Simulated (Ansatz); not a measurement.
Ansatz (an electronic-structure program) input (B2PLYP/def2-QZVPP): A basis named .json is the Basis Set Exchange file of that set (core-valence sets with the plain set on hydrogen).

Ansatz 0.2 input:
```yaml
crystal:
  periodic: [false, false, false]
  atoms:
    - {symbol: B, position_ang: [-0.00000000, -0.00000000, -0.83561304]}
    - {symbol: N, position_ang: [0.00000000, 0.00000000, 0.39812868]}
    - {symbol: H, position_ang: [0.00000000, 0.00000000, 1.39116444]}
basis:
  gaussian:
    orbitals: def2-QZVPP.json
hamiltonian:
  xc: {name: B2PLYP}
magnetization: {spin_polarized: true, initial_magnetization: 1}
correlation: {electrons: outside_noble_gas}
```

Output:

```
Functional definition: B2PLYP
integrals: 0.13 GiB planned
882 factors; integrals over basis functions are off by at most 9.6e-4 eV
mean field: 0.54 GiB planned
mean field evaluation 1: about -2170.1533 eV, gradient 4.1e1 eV
mean field evaluation 2: about -2170.1543 eV, gradient 4.1e1 eV
mean field evaluation 4: about -2176.6465 eV, gradient 5.5e0 eV
mean field evaluation 8: about -2176.8361 eV, gradient 4.4e-1 eV
mean field evaluation 16: about -2176.8435 eV, gradient 1.4e-4 eV
mean field evaluation 32: about -2174.8017 eV, gradient 3.6e0 eV
mean field -2176.84347019 eV, -79.9975220121 hartree, gradient 3.6e-6 eV, S^2 0.769973; 2 other end points of the search recorded, 0 dependent functions left out
2 core orbitals not correlated
reference -2176.84358823 eV, -79.9975263500 hartree; 5, 4 occupied and 137, 138 virtual orbitals, 882 factors
second order -9.69258006 eV of doubles, -0.00000000 eV of singles
Total energy: -2179.46058485 eV, -80.0936992017 hartree
```
